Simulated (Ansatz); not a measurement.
Q: Name a neutral molecule of C, Hf, S and H with LUMO energy (PBE/def2-TZVPP) between -2.55 and -2.25 eV and HOMO–LUMO gap (PBE/def2-TZVPP) between 2.90 and 3.20 eV (Ansatz, PBE0-D4/def2-TZVP geometry).

A: `C[S][Hf]([S]C)([S]C)[S]C` (-2.53 eV, 3.14 eV). Other molecules can fit too; these were computed, each in one conformer that needn't be the lowest.
